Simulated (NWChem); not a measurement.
Molecule: CH$_{2}$ClF; SMILES FCCl

Computed with NWChem. STO-3G and 3-21G are far too small for this property and stand as cheap habits. All runs use the structure optimised with PBE0/def2-SVP. Field at 589 nm.

For level B3LYP/STO-3G:

| Quantity | Value |
|---|---|
| isotropic polarisability (bohr³) | 9.9 |

Q: Estimate the same quantities for level B3LYP/def2-SVPD.

A: 
| Property | Result |
|---|---|
| isotropic polarisability (bohr³) | 31.0 |
